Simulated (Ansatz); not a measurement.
```yaml
crystal:
  periodic: [false, false, false]
  atoms:
    - {symbol: F, position_ang: [0.250175, -1.445146, 0.994098]}
    - {symbol: Si, position_ang: [0.537911, -0.574788, 0.080507]}
    - {symbol: F, position_ang: [0.636174, -1.128896, -0.951009]}
    - {symbol: F, position_ang: [1.730945, -0.197987, 0.326161]}
    - {symbol: Si, position_ang: [-0.522440, 0.565151, -0.089959]}
    - {symbol: F, position_ang: [-0.730842, 1.299827, 0.808204]}
    - {symbol: F, position_ang: [-0.230575, 1.439210, -0.856037]}
    - {symbol: F, position_ang: [-1.466449, 0.160815, -0.343441]}
basis:
  gaussian: {orbitals: 6-31G}
hamiltonian: {xc: {name: wB97M-V}}
output: {forces: true}
```

```sh
$ ansatz run in.yaml --threads 2 --pin off --events-out ev --progress --plain --max-ram 22528MiB --backend cpu
```

Output, abridged:

```
Functional definition: wB97M-V
756 factors; integrals over basis functions are off by at most 1.1e-4 eV
344 factors; integrals over basis functions are off by at most 8.6e-7 eV
mean field evaluation 1: about -31970.4470 eV, gradient 8.2e1 eV
mean field evaluation 2: about -31974.1985 eV, gradient 6.9e1 eV
mean field evaluation 4: about -31980.2348 eV, gradient 5.7e-1 eV
mean field evaluation 8: about -31980.3664 eV, gradient 1.2e-2 eV
mean field -31980.36635959 eV, -1175.2567866440 hartree, gradient 2.5e-5 eV, S^2 0.000000; 0 other end points of the search recorded, 0 dependent functions left out
reference -31980.36640739 eV, -1175.2567884008 hartree; 41, 41 occupied and 39, 39 virtual orbitals, 756 factors
Total energy: -31980.36640739 eV, -1175.2567884008 hartree
Atom 0 at     0.250175    -1.445146     0.994098 Å, force    -8.304901   -23.261823    24.781579 eV/Å
Atom 1 at     0.537911    -0.574788     0.080507 Å, force    -0.208617     8.603871    29.885347 eV/Å
Atom 2 at     0.636174    -1.128896    -0.951009 Å, force     4.369260   -32.010084   -58.817519 eV/Å
Atom 3 at     1.730945    -0.197987     0.326161 Å, force    36.618334    12.537356     8.644974 eV/Å
Atom 4 at    -0.522440     0.565151    -0.089959 Å, force    70.361941     2.397666    13.451093 eV/Å
Atom 5 at    -0.730842     1.299827     0.808204 Å, force   -10.775175    39.662815    56.048867 eV/Å
Atom 6 at    -0.230575     1.439210    -0.856037 Å, force    17.189128    41.536156   -42.930034 eV/Å
Atom 7 at    -1.466449     0.160815    -0.343441 Å, force  -109.249969   -49.465959   -31.064307 eV/Å
Dipole moment:    -0.125543    -0.121243    -0.084489 e Å
```

Q: What is wrong with this run?

A: The geometry is squeezed to about two thirds of its size. The calculation finished and met its thresholds. The result belongs to that input, not to the molecule as meant.
